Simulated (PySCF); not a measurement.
FGeH2N, SMILES [NH2][Ge][F] (connectivity only; charge and spin as stated), neutral, multiplicity 1.

Geometry optimised at PBE0-D3(BJ)/def2-TZVP. Other conformers were not sampled.

These are TDA-ωB97X/def2-SVPD (PySCF) values and carry that method's errors.

Vertical excitations. Isolated molecule, no solvent. State labels are in the subgroup Cs.

```json
[
 {"state": "S1", "symmetry": "A\"", "energy (eV)": "5.47", "λ (nm)": "227", "f": "0.138", "main pairs": "HOMO→LUMO 96 %"},
 {"state": "S2", "symmetry": "A'", "energy (eV)": "6.42", "λ (nm)": "193", "f": "0.066", "main pairs": "HOMO−1→LUMO 86 %"},
 {"state": "S3", "symmetry": "A\"", "energy (eV)": "7.32", "λ (nm)": "169", "f": "0.025", "main pairs": "HOMO−1→LUMO+1 96 %"},
 {"state": "S4", "symmetry": "A'", "energy (eV)": "7.36", "λ (nm)": "169", "f": "0.334", "main pairs": "HOMO→LUMO+1 67 %, HOMO→LUMO+2 16 %"},
 {"state": "S5", "symmetry": "A\"", "energy (eV)": "7.93", "λ (nm)": "156", "f": "0.054", "main pairs": "HOMO−1→LUMO+2 74 %, HOMO−1→LUMO+3 18 %"},
 {"state": "S6", "symmetry": "A\"", "energy (eV)": "8.11", "λ (nm)": "153", "f": "0.040", "main pairs": "HOMO−2→LUMO 94 %"},
 {"state": "S7", "symmetry": "A'", "energy (eV)": "8.26", "λ (nm)": "150", "f": "0.147", "main pairs": "HOMO→LUMO+2 69 %, HOMO→LUMO+1 19 %"},
 {"state": "S8", "symmetry": "A'", "energy (eV)": "8.32", "λ (nm)": "149", "f": "0.476", "main pairs": "HOMO→LUMO+3 86 %"},
 {"state": "S9", "symmetry": "A'", "energy (eV)": "8.99", "λ (nm)": "138", "f": "0.066", "main pairs": "HOMO−3→LUMO 87 %"},
 {"state": "S10", "symmetry": "A\"", "energy (eV)": "9.03", "λ (nm)": "137", "f": "0.000", "main pairs": "HOMO−4→LUMO 96 %"},
 {"state": "T1", "symmetry": "A\"", "energy (eV)": "3.77", "λ (nm)": "329", "f": "0", "main pairs": "HOMO→LUMO 98 %"},
 {"state": "T2", "symmetry": "A'", "energy (eV)": "4.87", "λ (nm)": "254", "f": "0", "main pairs": "HOMO−1→LUMO 97 %"},
 {"state": "T3", "symmetry": "A'", "energy (eV)": "5.89", "λ (nm)": "210", "f": "0", "main pairs": "HOMO→LUMO+1 77 %, HOMO→LUMO+2 16 %"},
 {"state": "T4", "symmetry": "A\"", "energy (eV)": "7.12", "λ (nm)": "174", "f": "0", "main pairs": "HOMO−1→LUMO+1 91 %"}
]
```
Triplets are in the Tamm–Dancoff approximation.
